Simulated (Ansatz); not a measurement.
Geometry optimisation of HgS2.

```yaml
crystal:
  periodic: [false, false, false]
  atoms:
    - {symbol: Hg, position_ang: [-1.303880, -0.452110, -0.072140]}
    - {symbol: S, position_ang: [1.026890, -0.853160, 0.021120]}
    - {symbol: S, position_ang: [0.276990, 1.305270, 0.051020]}
basis:
  gaussian: {orbitals: def2-TZVP}
hamiltonian: {xc: pbe0, dispersion: d4}
scf: {lower_state_search: "off"}
output: {orbitals: {seedname: orbitals}}
relax: {f_tol: 0.02, max_steps: 100}
```

```sh
$ ansatz run in.yaml --threads 2 --pin off --events-out ev --progress --plain --max-ram 4352MiB
```

Output, abridged:

```
Functional definition: PBE0
  name "PBE0"
  cite "Adamo & Barone, J. Chem. Phys. 110, 6158 (1999) doi:10.1063/1.478522"
  cite "Perdew, Burke & Ernzerhof, Phys. Rev. Lett. 77, 3865 (1996) doi:10.1103/PhysRevLett.77.3865"
  parent pbe
  parameter a = 0.25
  parameter kappa = 0.804
  parameter beta = 0.06672455060314922
  exchange = (1 - a)*pbe_x(kappa = kappa, mu = beta*pi^2/3) + a*exact_x
  correlation = pbe_c(beta = beta)
these checks for a lower state are left out or cut short: stability, starts, cluster_reference, orbital_swaps, neighbouring_geometries, increment
mean field -25838.18809993 eV, -949.5358989195 hartree, gradient 2.6e-6 eV, S^2 0.000000; 0 other end points of the search recorded, 0 dependent functions left out
the calculation of the forces begins
relax step   1: F+E_penalty+E_count = -25838.28692091 eV  Δ(F+E_penalty+E_count) = +0.000e0 eV  max|allowed force component| = 5.617e-1 eV/Å  Δτ_max = 0.0000 Å  (19 SCF iters, accepted)
these checks for a lower state are left out or cut short: stability, starts, cluster_reference, orbital_swaps, neighbouring_geometries, increment
mean field -25838.21524660 eV, -949.5368965413 hartree, gradient 1.7e-6 eV, S^2 0.000000; 0 other end points of the search recorded, 0 dependent functions left out
the calculation of the forces begins
relax step   2: F+E_penalty+E_count = -25838.31396467 eV  Δ(F+E_penalty+E_count) = -2.704e-2 eV  max|allowed force component| = 4.290e-1 eV/Å  Δτ_max = 0.0223 Å  (56 SCF iters, accepted)
these checks for a lower state are left out or cut short: stability, starts, cluster_reference, orbital_swaps, neighbouring_geometries, increment
mean field -25838.23048189 eV, -949.5374564277 hartree, gradient 1.6e-6 eV, S^2 0.000000; 0 other end points of the search recorded, 0 dependent functions left out
the calculation of the forces begins
relax step   3: F+E_penalty+E_count = -25838.32890546 eV  Δ(F+E_penalty+E_count) = -1.494e-2 eV  max|allowed force component| = 1.312e0 eV/Å  Δτ_max = 0.0769 Å  (35 SCF iters, accepted)
these checks for a lower state are left out or cut short: stability, starts, cluster_reference, orbital_swaps, neighbouring_geometries, increment
mean field -25838.25794980 eV, -949.5384658547 hartree, gradient 1.2e-6 eV, S^2 0.000000; 0 other end points of the search recorded, 0 dependent functions left out
the calculation of the forces begins
relax step   4: F+E_penalty+E_count = -25838.35639196 eV  Δ(F+E_penalty+E_count) = -2.749e-2 eV  max|allowed force component| = 1.309e0 eV/Å  Δτ_max = 0.0112 Å  (25 SCF iters, accepted)
these checks for a lower state are left out or cut short: stability, starts, cluster_reference, orbital_swaps, neighbouring_geometries, increment
mean field -25838.21142144 eV, -949.5367559692 hartree, gradient 5.8e-6 eV, S^2 0.000000; 0 other end points of the search recorded, 0 dependent functions left out
the calculation of the forces begins
relax step   5: F+E_penalty+E_count = -25838.31045325 eV  Δ(F+E_penalty+E_count) = +4.594e-2 eV  max|allowed force component| = 3.865e0 eV/Å  Δτ_max = 0.1978 Å  (31 SCF iters, rejected (line search))
these checks for a lower state are left out or cut short: stability, starts, cluster_reference, orbital_swaps, neighbouring_geometries, increment
mean field -25838.55080157 eV, -949.5492279589 hartree, gradient 1.3e-6 eV, S^2 0.000000; 0 other end points of the search recorded, 0 dependent functions left out
the calculation of the forces begins
relax step   6: F+E_penalty+E_count = -25838.64929294 eV  Δ(F+E_penalty+E_count) = -2.929e-1 eV  max|allowed force component| = 1.218e0 eV/Å  Δτ_max = 0.0971 Å  (33 SCF iters, accepted)
these checks for a lower state are left out or cut short: stability, starts, cluster_reference, orbital_swaps, neighbouring_geometries, increment
mean field -25838.88432020 eV, -949.5614845424 hartree, gradient 7.8e-7 eV, S^2 0.000000; 0 other end points of the search recorded, 0 dependent functions left out
the calculation of the forces begins
relax step   7: F+E_penalty+E_count = -25838.98247024 eV  Δ(F+E_penalty+E_count) = -3.332e-1 eV  max|allowed force component| = 1.762e0 eV/Å  Δτ_max = 0.0986 Å  (38 SCF iters, accepted)
these checks for a lower state are left out or cut short: stability, starts, cluster_reference, orbital_swaps, neighbouring_geometries, increment
mean field -25839.25597488 eV, -949.5751426003 hartree, gradient 1.5e-6 eV, S^2 0.000000; 0 other end points of the search recorded, 0 dependent functions left out
the calculation of the forces begins
relax step   8: F+E_penalty+E_count = -25839.35310440 eV  Δ(F+E_penalty+E_count) = -3.706e-1 eV  max|allowed force component| = 1.673e0 eV/Å  Δτ_max = 0.1465 Å  (53 SCF iters, accepted)
these checks for a lower state are left out or cut short: stability, starts, cluster_reference, orbital_swaps, neighbouring_geometries, increment
mean field -25839.60353068 eV, -949.5879150402 hartree, gradient 1.0e-6 eV, S^2 0.000000; 0 other end points of the search recorded, 0 dependent functions left out
the calculation of the forces begins
relax step   9: F+E_penalty+E_count = -25839.70504853 eV  Δ(F+E_penalty+E_count) = -3.519e-1 eV  max|allowed force component| = 9.550e-1 eV/Å  Δτ_max = 0.2000 Å  (27 SCF iters, accepted)
these checks for a lower state are left out or cut short: stability, starts, cluster_reference, orbital_swaps, neighbouring_geometries, increment
mean field -25839.73412342 eV, -949.5927142350 hartree, gradient 1.6e-6 eV, S^2 0.000000; 0 other end points of the search recorded, 0 dependent functions left out
the calculation of the forces begins
relax step  10: F+E_penalty+E_count = -25839.83194655 eV  Δ(F+E_penalty+E_count) = -1.269e-1 eV  max|allowed force component| = 1.835e-1 eV/Å  Δτ_max = 0.2000 Å  (21 SCF iters, accepted)
these checks for a lower state are left out or cut short: stability, starts, cluster_reference, orbital_swaps, neighbouring_geometries, increment
mean field -25839.76501822 eV, -949.5938495977 hartree, gradient 2.7e-6 eV, S^2 0.000000; 0 other end points of the search recorded, 0 dependent functions left out
the calculation of the forces begins
relax step  11: F+E_penalty+E_count = -25839.85798449 eV  Δ(F+E_penalty+E_count) = -2.604e-2 eV  max|allowed force component| = 8.748e-2 eV/Å  Δτ_max = 0.1613 Å  (20 SCF iters, accepted)
these checks for a lower state are left out or cut short: stability, starts, cluster_reference, orbital_swaps, neighbouring_geometries, increment
mean field -25839.76947597 eV, -949.5940134172 hartree, gradient 1.0e-6 eV, S^2 0.000000; 0 other end points of the search recorded, 0 dependent functions left out
the calculation of the forces begins
relax step  12: F+E_penalty+E_count = -25839.86031522 eV  Δ(F+E_penalty+E_count) = -2.331e-3 eV  max|allowed force component| = 8.914e-3 eV/Å  Δτ_max = 0.0601 Å  (21 SCF iters, accepted)
these checks for a lower state are left out or cut short: stability, starts, cluster_reference, orbital_swaps, neighbouring_geometries, increment
mean field -25839.77029902 eV, -949.5940436637 hartree, gradient 1.0e-6 eV, S^2 0.000000; 0 other end points of the search recorded, 0 dependent functions left out
the calculation of the forces begins
relax step  13: F+E_penalty+E_count = -25839.86046322 eV  Δ(F+E_penalty+E_count) = -1.480e-4 eV  max|allowed force component| = 1.103e-2 eV/Å  Δτ_max = 0.0183 Å  (22 SCF iters, accepted)
Total energy: -25839.86049038 eV, -949.5973581348 hartree
Atom 0 at    -2.302780    -0.798336    -0.127402 Å, force    -0.001445    -0.000529    -0.000081 eV/Å
Atom 1 at     1.461170    -0.491879     0.051367 Å, force     0.004411    -0.010501    -0.000111 eV/Å
Atom 2 at     0.841611     1.290215     0.076035 Å, force    -0.002967     0.011030     0.000192 eV/Å
Dipole moment:     0.104614     0.036280     0.005788 e Å
Checks for a lower state left out: stability, starts, cluster_reference, orbital_swaps, neighbouring_geometries, increment
```

Run time 21 s (2 threads of Arm Neoverse V2 on a shared host).

In the def2 sets Hg takes a core potential; there is no spin–orbit coupling. The structure comes from a short search, and lower isomers may exist.
